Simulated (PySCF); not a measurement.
# Mayer bond orders and bond lengths

Species: C4H12N2OSi.
Numbering: `[CH3:1][CH:2]([CH3:3])[NH:4][SiH2:5][NH:6][CH:7]=[O:8]` (hydrogens: H9, H10, H11 on C1; H12 on C2; H13, H14, H15 on C3; H16 on N4; H17, H18 on Si5; H19 on N6; H20 on C7)

Structure used (GFN2-xTB), in Å, numbered top down from 1:
```
atom  x, y, z in Å
C1    -2.2255   -0.8399   -0.4280
C2    -1.4029    0.3488    0.0702
C3    -2.0534    1.6697   -0.3380
N4    -0.0430    0.3049   -0.4202
Si5    1.1789   -0.6070    0.3628
N6     2.5980   -0.1500   -0.5687
C7     3.7614   -0.6335   -0.1257
O8     3.8397   -1.3620    0.8331
H9    -1.7504   -1.7698   -0.1280
H10   -3.2304   -0.8081   -0.0154
H11   -2.2950   -0.8190   -1.5137
H12   -1.3404    0.2990    1.1609
H13   -2.1447    1.7262   -1.4213
H14   -3.0446    1.7562    0.0987
H15   -1.4458    2.5041    0.0019
H16   -0.0237    0.3930   -1.4268
H17    1.2904   -0.0975    1.7247
H18    1.0755   -2.0679    0.3019
H19    2.6004    0.4832   -1.3505
H20    4.6506   -0.3195   -0.7050
```

Bond orders from the PBE0/pcSseg-1 density (PySCF). One conformer (not necessarily the lowest) at the GFN2-xTB geometry, without solvent, vibrations or thermal averaging.

Problem. How far do the computed orders between heavy atoms stray from the drawn ones?

Solution. The largest departure is 0.211, at N6–C7 (drawn single, 1.211). Drawn single, order above 1.12: N6–C7 (1.211). Drawn single, order below 0.88: Si5–N6 (0.817).

Problem. Set the Mayer orders of the bonds beside their lengths.

Solution. 
```
   bond  drawn as  length (Å)  Mayer order
  C1–C2    single       1.529        1.024
  C2–C3    single       1.528        1.035
  C2–N4    single       1.446        0.937
 N4–Si5    single       1.714        0.993
 Si5–N6    single       1.758        0.817
  N6–C7    single       1.335        1.211
  C7–O8    double       1.207        1.853
  C1–H9    single       1.086        0.963
 C1–H10    single       1.087        0.963
 C1–H11    single       1.088        0.961
 C2–H12    single       1.094        0.938
 C3–H13    single       1.089        0.963
 C3–H14    single       1.087        0.963
 C3–H15    single       1.087        0.967
 N4–H16    single       1.011        0.926
Si5–H17    single       1.458        0.922
Si5–H18    single       1.466        0.891
 N6–H19    single       1.006        0.919
 C7–H20    single       1.107        0.936
```

By pair of heavy elements: C–C: all 2 within 0.02 of one another (1.024 to 1.035). C–N: lowest C2–N4 (0.937, 1.446 Å), highest N6–C7 (1.211, 1.335 Å). N–Si: lowest Si5–N6 (0.817, 1.758 Å), highest N4–Si5 (0.993, 1.714 Å).

Problem. Sum the orders of all bonds at each heavy atom with more than one neighbour and set the sums beside the valence in the SMILES.

Solution. C1 3.911 (drawn 4), C2 3.934 (drawn 4), C3 3.928 (drawn 4), N4 2.856 (drawn 3), Si5 3.623 (drawn 4), N6 2.947 (drawn 3), C7 4.000 (drawn 4). Orders between atoms that aren't bonded are not in these sums.

The Mayer order sums products of elements of PS (density times overlap matrix) between the two atoms' basis functions, so it depends on the basis set.
